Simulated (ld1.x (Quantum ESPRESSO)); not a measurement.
**Building the PAW potential for lithium (PBE, scalar-relativistic).**

- Element: lithium (Li)
- Generator: ld1.x (Quantum ESPRESSO) 7.5
- Type: PAW
- Functional: PBE
- Relativity: scalar-relativistic
- Frozen core: [He]
- Valence charge: 1
- Reference configuration: 2s1 2p0
- Partial waves: 2s (bound): rcut 1.85, rcutus 2.45 bohr; 2s channel at 1.1 Ry: rcut 1.85, rcutus 2.45 bohr; 2p (bound, empty): rcut 4.50, rcutus 4.80 bohr; 2p channel at 0.35 Ry: rcut 4.50, rcutus 4.80 bohr
- Local potential: all-electron potential smoothed inside 3.75 bohr (lloc = -2)
- Core correction: Bessel-smoothed model core inside 2.45 bohr
- Augmentation charge: BESSEL, radius 1.65 bohr

All-electron outer shells of the reference configuration (PBE, scalar-relativistic, ld1.x):

```tsv
shell	level (eV)	outermost node (bohr)	outermost maximum (bohr)
1s	-51.85	–	0.36
2s	-2.87	0.83	3.12
2p	-1.09	–	3.81
```

Q: Does the generator finish with these settings?

A: No. ld1.x (Quantum ESPRESSO) 7.5 stopped with "new_paw_hamiltonian: negative rho": the spherical valence density built from the smooth waves and the augmentation charge turned negative at some radius.
